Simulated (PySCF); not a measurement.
F2GaH3OSi. Atoms are numbered in the order given.

```xyz
8

Ga    -0.0142     0.7301     0.0000
F     -1.1283     2.0625     0.0000
F      1.6884     1.0975     0.0000
O     -0.6026    -0.9219     0.0000
Si    -0.0160    -2.4876     0.0000
H      0.8146    -2.7319    -1.2143
H     -1.1845    -3.4072     0.0000
H      0.8146    -2.7319     1.2143
```

The structure is a stationary point at B3LYP-D3(BJ)/def2-SVP. The structure was generated by enumeration; whether it is a known compound was not checked. Other conformers were not sampled.

Computed with B3LYP-D3(BJ)/def2-SVP run with PySCF 2.14.0.

Frequencies are harmonic and unscaled.

Computed harmonic wavenumbers and intensities:
```json
[
 {"mode": "1", "ν (cm⁻¹)": "27", "IR (km/mol)": "0.0", "Raman (Å⁴/amu)": "0.0", "depolarisation": "–", "moving atoms (share of kinetic energy)": "H 92 %"},
 {"mode": "2", "ν (cm⁻¹)": "61", "IR (km/mol)": "0.0", "Raman (Å⁴/amu)": "0.3", "depolarisation": "0.75", "moving atoms (share of kinetic energy)": "O 51 %, F 21 %, H 14 %, Si 10 %"},
 {"mode": "3", "ν (cm⁻¹)": "63", "IR (km/mol)": "0.7", "Raman (Å⁴/amu)": "0.2", "depolarisation": "0.47", "moving atoms (share of kinetic energy)": "F 43 %, Si 28 %, O 11 %, H 10 %"},
 {"mode": "4", "ν (cm⁻¹)": "184", "IR (km/mol)": "29.4", "Raman (Å⁴/amu)": "0.9", "depolarisation": "0.69", "moving atoms (share of kinetic energy)": "F 73 %, Si 10 %, Ga 10 %"},
 {"mode": "5", "ν (cm⁻¹)": "199", "IR (km/mol)": "47.3", "Raman (Å⁴/amu)": "0.3", "depolarisation": "0.75", "moving atoms (share of kinetic energy)": "Ga 44 %, F 35 %, O 20 %"},
 {"mode": "6", "ν (cm⁻¹)": "203", "IR (km/mol)": "27.8", "Raman (Å⁴/amu)": "1.4", "depolarisation": "0.68", "moving atoms (share of kinetic energy)": "F 33 %, O 32 %, Ga 22 %, Si 9 %"},
 {"mode": "7", "ν (cm⁻¹)": "510", "IR (km/mol)": "6.7", "Raman (Å⁴/amu)": "16.1", "depolarisation": "0.17", "moving atoms (share of kinetic energy)": "O 35 %, Si 30 %, Ga 15 %, F 11 %, H 9 %"},
 {"mode": "8", "ν (cm⁻¹)": "707", "IR (km/mol)": "43.7", "Raman (Å⁴/amu)": "5.8", "depolarisation": "0.18", "moving atoms (share of kinetic energy)": "F 76 %, Ga 16 %"},
 {"mode": "9", "ν (cm⁻¹)": "728", "IR (km/mol)": "59.1", "Raman (Å⁴/amu)": "10.5", "depolarisation": "0.75", "moving atoms (share of kinetic energy)": "H 84 %, Si 9 %"},
 {"mode": "10", "ν (cm⁻¹)": "734", "IR (km/mol)": "57.7", "Raman (Å⁴/amu)": "6.5", "depolarisation": "0.57", "moving atoms (share of kinetic energy)": "H 75 %, O 10 %, Si 9 %"},
 {"mode": "11", "ν (cm⁻¹)": "755", "IR (km/mol)": "82.3", "Raman (Å⁴/amu)": "2.6", "depolarisation": "0.70", "moving atoms (share of kinetic energy)": "F 71 %, Ga 28 %"},
 {"mode": "12", "ν (cm⁻¹)": "956", "IR (km/mol)": "83.1", "Raman (Å⁴/amu)": "25.9", "depolarisation": "0.75", "moving atoms (share of kinetic energy)": "H 96 %"},
 {"mode": "13", "ν (cm⁻¹)": "959", "IR (km/mol)": "80.1", "Raman (Å⁴/amu)": "21.3", "depolarisation": "0.74", "moving atoms (share of kinetic energy)": "H 96 %"},
 {"mode": "14", "ν (cm⁻¹)": "994", "IR (km/mol)": "638.7", "Raman (Å⁴/amu)": "10.5", "depolarisation": "0.75", "moving atoms (share of kinetic energy)": "H 58 %, Si 21 %, O 20 %"},
 {"mode": "15", "ν (cm⁻¹)": "1028", "IR (km/mol)": "70.1", "Raman (Å⁴/amu)": "7.3", "depolarisation": "0.74", "moving atoms (share of kinetic energy)": "O 60 %, H 34 %"},
 {"mode": "16", "ν (cm⁻¹)": "2224", "IR (km/mol)": "150.9", "Raman (Å⁴/amu)": "73.9", "depolarisation": "0.75", "moving atoms (share of kinetic energy)": "H 96 %"},
 {"mode": "17", "ν (cm⁻¹)": "2225", "IR (km/mol)": "88.6", "Raman (Å⁴/amu)": "169.1", "depolarisation": "0.09", "moving atoms (share of kinetic energy)": "H 98 %"},
 {"mode": "18", "ν (cm⁻¹)": "2250", "IR (km/mol)": "118.5", "Raman (Å⁴/amu)": "156.3", "depolarisation": "0.24", "moving atoms (share of kinetic energy)": "H 97 %"}
]
```
